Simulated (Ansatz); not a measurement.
`[Li][S]C` + `CNC` → `[Li][N](C)C` + CH₃SH at 298.15 K and 1 bar (ligand exchange at a Li–S bond).

Isolated molecules relaxed with PBE0-D4/def2-TZVP in Ansatz; ΔE leaves out vibrations. CCSD(T)/CBS adds triple-zeta CCSD(T) − MP2 to the extrapolated MP2 energy (def2 sets, frozen cores). This one scheme is used for every species. For Li outer-core shells are correlated without core-valence functions, which leaves a few kJ/mol of doubt a bond.

| species | CCSD(T)/CBS energy (Eh) | H − E (kJ/mol) | S (J/(mol·K)) |
| --- | --- | --- | --- |
| `[Li][S]C` | -445.16369 | 116.5 | 293.1 |
| `CNC` | -135.00321 | 256.9 | 271.4 |
| `[Li][N](C)C` | -141.90308 | 227.9 | 292.7 |
| CH₃SH | -438.22835 | 133.0 | 253.2 |

H − E and S are ideal-gas, rigid-rotor, harmonic terms from PBE0-D4/def2-TZVP, for one conformer and one mirror image of each species. 1 Eh = 2625.50 kJ/mol, R = 8.31446 J/(mol·K).

Question: By hand: ΔE, ΔH, ΔS and ΔG.

Answer: ΔE = (-141.90308) + (-438.22835) − (-445.16369) − (-135.00321) = 0.03547 Eh = 93.1 kJ/mol. Δ(H − E) = 227.9 + 133.0 − 116.5 − 256.9 = -12.5, so ΔH = 80.6 kJ/mol. ΔS = 292.7 + 253.2 − 293.1 − 271.4 = -18.6 J/(mol·K). ΔG = 80.6 − 298.15 × (-18.6)/1000 = 86.1 kJ/mol.

Question: By hand: the equilibrium constant, and the temperature at which ΔG would vanish if ΔH and ΔS stayed fixed.

Answer: log₁₀ K = −ΔG/(RT ln 10) = -15.1. ΔH and −TΔS have one sign here, so there is no such temperature.

ΔH outweighs TΔS. A doubt of 5 kJ/mol in ΔE shifts log₁₀ K by 0.9 here. Other conformers and mirror images would add mixing entropy, several J/(mol·K) or more a flexible species. Modes under 60 cm⁻¹, often nearly free rotors, make the harmonic entropy too high. These are equilibria of isolated gas molecules and say nothing of rates. Largest T1 diagnostic: 0.011 (customary marks: 0.02 for closed shells, 0.045 for open ones).
